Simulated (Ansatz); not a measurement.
Basis-set extrapolation for C2H4BFO (`B/C=C(/O)F`) (PBE0-D4/def2-TZVP geometry, frozen core, the Gaussian-basis code of Ansatz). Multiplicity 1, RHF reference.

```
                      def2-TZVPP   def2-QZVPP
                 HF  -277.138793  -277.151252
    MP2 correlation    -0.898284    -0.968551
CCSD(T) correlation    -0.959207      not run
```

Energies in hartree. Use E(X) = E(∞) + A·exp(−7.88·√X) for Hartree–Fock and E(X) = E(∞) + B·X^(−2.97) for correlation, with X = 3 and 4, and add CCSD(T) minus MP2 of the smaller set to the MP2 limit.

Question: What is the CCSD(T) energy at the basis-set limit?

Answer: HF limit: -277.151252 + (-0.012459) × 0.13774 = -277.15297. MP2 limit: -0.968551 + (-0.070267) × 0.74074 = -1.02060. Higher-order term: -0.959207 − (-0.898284) = -0.06092. Total: -278.23449 hartree, 3.71 eV below CCSD(T)/def2-TZVPP.
